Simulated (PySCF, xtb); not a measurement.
C4H6ClF, SMILES F/C=C/CCCl.

GFN2-xTB (xtb) at its own geometry gives an orbital gap of 5.24 eV and a dipole moment of 3.33 D.

Geometry optimised at r2SCAN-D4/def2-SVP. The structure was generated by enumeration; whether it is a known compound was not checked. The values are those of a single conformer.

**Question.** What does HF/def2-TZVP (PySCF) give? (An estimate is asked for; the answer gives what the named calculation found.)

**Answer.** gap 13.54 eV (levels -10.00 and 3.55 eV), dipole 2.88 D.
